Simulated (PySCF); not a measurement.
## Electric field gradients and quadrupole coupling constants

Compound: C7H15OP.
Geometry (GFN2-xTB, Å), atoms numbered from 1 in this order:
```
atom  x, y, z in Å
C1    -2.8460    0.7527   -0.8630
C2    -2.0438    0.2921    0.3460
C3    -0.8489   -0.5460   -0.0887
C4     0.0453   -1.0126    1.0584
C5     1.3981   -1.3834    0.4523
C6     1.8673   -0.2110   -0.4160
C7     2.5509    0.8896    0.3827
P8     0.2994    0.3649   -1.2128
O9     0.1763    0.1125   -2.6505
H10   -3.6549    1.4157   -0.5639
H11   -3.2718   -0.1013   -1.3851
H12   -2.1951    1.2823   -1.5593
H13   -2.6780   -0.2950    1.0163
H14   -1.6893    1.1636    0.9035
H15   -1.1958   -1.4107   -0.6698
H16   -0.3963   -1.8591    1.5866
H17    0.1717   -0.2000    1.7766
H18    1.2707   -2.2670   -0.1781
H19    2.1308   -1.6179    1.2261
H20    2.5378   -0.5601   -1.2078
H21    2.8041    1.7249   -0.2685
H22    1.9014    1.2585    1.1734
H23    3.4678    0.5155    0.8355
H24    0.1866    1.7115   -0.8522
```

Field gradients from the PBE0/pcSseg-1 density (PySCF, non-relativistic), principal values in atomic units, ordered |Vxx| ≤ |Vyy| ≤ |Vzz|:

| atom | Vxx | Vyy | Vzz |
| --- | --- | --- | --- |
| O9 | -0.4062 | -0.4434 | 0.8496 |

Find the asymmetry η = (Vxx − Vyy)/Vzz and the couplings χ = eQV/h (234.96 MHz × Q in barn × V in au), with Q(17O) = −0.0256 b.

| atom | environment | nucleus | η | χzz (MHz) | χxx (MHz) | χyy (MHz) |
| --- | --- | --- | --- | --- | --- | --- |
| O9 | phosphoryl oxygen | 17O | 0.04 | -5.11 | 2.44 | 2.67 |

The gradient is axial or nearly so (η below 0.05) at O9. The tensor is traceless: Vxx + Vyy + Vzz = 0.

What is Vzz at O9 in SI units (1 au = 9.71736 × 10²¹ V/m²)?

0.8496 au = 8.256 × 10²¹ V/m².

And the gradient at the other heavy atoms, for which no coupling is worked out here?

```
atom                     environment  Vzz (au)     η
  C1                   methyl carbon     0.059  0.11
  C2                chain CH2 carbon     0.062  0.67
  C3  sp3 carbon bound to phosphorus     0.036  0.45
  C4                 ring CH2 carbon     0.056  0.84
  C5                 ring CH2 carbon     0.065  0.94
  C6  sp3 carbon bound to phosphorus    -0.054  0.16
  C7                   methyl carbon     0.070  0.21
  P8           phosphoryl phosphorus    -0.393  0.08
```

Were the hydrogens deuterons (Q(2H) = 0.00286 b), χzz would run from 124 kHz (H24) to 212 kHz (H10).

The structure is a single GFN2-xTB conformer in the gas phase; no vibrational or solvent corrections. GFN2-xTB bond lengths can be off by several hundredths of an ångström, more for odd bonds, and the gradients follow them. With a basis this small, the couplings can be 20 % off.
